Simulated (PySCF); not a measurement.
OZn.

```xyz
2

Zn     0.0000     0.0000    -0.3580
O      0.0000     0.0000     1.3427
```

Geometry: PBE0-D3(BJ)/def2-TZVPD.

Method: PySCF with KT2/pcSseg-2. Non-relativistic, no solvent.

Computed absolute GIAO shielding of each atom: isotropic value and principal components (ppm):
| atom | σ(iso) | σ11 | σ22 | σ33 | span |
|---|---|---|---|---|---|
| Zn1 | 3220.9 | 2529.2 | 3566.7 | 3566.7 | 1037.5 |
| O2 | -1499.3 | -2459.0 | -2459.0 | 420.3 | 2879.4 |
